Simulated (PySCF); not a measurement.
C₅H₅NS.
Structure used (PBE0-D3(BJ)/def2-SVP), in Å, numbered top down from 1:
```xyz
12
C5H5NS angstrom
C     -2.1330   -1.1632    0.0585
C     -1.3599   -0.0789   -0.0851
C      0.0369   -0.0552   -0.4720
C      0.8431    1.0539   -0.6211
N      2.1319    0.8230   -0.9879
C      2.3437   -0.4488   -1.1298
S      0.9781   -1.4666   -0.8252
H     -1.7509   -2.1740   -0.1152
H     -3.1794   -1.0714    0.3559
H     -1.7887    0.9123    0.0998
H      0.4970    2.0770   -0.4584
H      3.3024   -0.8838   -1.4220
```

Linear response at CAM-B3LYP/def2-SVPD (PySCF, frozen core in the response, non-relativistic). Isolated species at its PBE0-D3(BJ)/def2-SVP geometry (one conformer only).

Static isotropic polarisability: 85.75 au (12.71 Å³), principal values 51.0, 85.5, 120.8 au.

(1) What is the polarisability at 1064 nm and at the sodium D line?

(2) What is the isotropic C6 coefficient between two such molecules, C6 = (3/π)∫α(iω)² dω?

(3) Which effective excitation energy ω̄ makes London's formula C6 = (3/4)α²ω̄ exact here?

(4) What n − 1 at the D line would an ideal gas of it have at 273.15 K and 1 atm (2.6868 × 10¹⁹ cm⁻³), by n − 1 = 2π·N·α′?

(5) How anisotropic is the static polarisability, by Δα² = ½[(α1 − α2)² + (α2 − α3)² + (α3 − α1)²]?

(6) The lowest 6 singlets have (eV, f): 4.78, 0.338; 5.20, 0.000; 5.66, 0.018; 5.96, 0.000; 6.47, 0.009; 6.68, 0.000. What share of the static polarisability do they carry in the sum over states α = Σ f/ω²?

(7) How many electrons N does the Slater–Kirkwood formula C6 = (3/4)·√N·α^(3/2) need to give this C6?

Answers

(1) 87.12 au at 1064 nm (+1.6 %), 90.68 au at 589.3 nm (+5.8 %). The rise at 589.3 nm is 3.60 times that at 1064 nm; a pure ω² law gives 3.26. The lowest singlet lies at 259 nm, shorter than both wavelengths.

(2) 2592 au (Eh·bohr⁶) by a ten-point quadrature over imaginary frequencies, which is 1550 eV·Å⁶ or 149 J·nm⁶/mol.

(3) ω̄ = 4·C6/(3α²) = 0.470 Eh = 12.8 eV. A one-pole form α(ω) = α/(1 − ω²/ω̄²) fitted to the 1064 nm value gives 9.3 eV.

(4) 22.69 × 10⁻⁴, a formal value whether or not that pressure can be reached.

(5) Δα = 60.4 au, or 0.70 of the isotropic value.

(6) 11.53 au, 13.5 % of α; the largest term, 10.96 au, is that of the state at 4.78 eV. Their oscillator strengths add up to 0.37. Higher states carry the rest.

(7) N = (4·C6/3)²/α³ = 18.9; the species has 58 electrons in all.
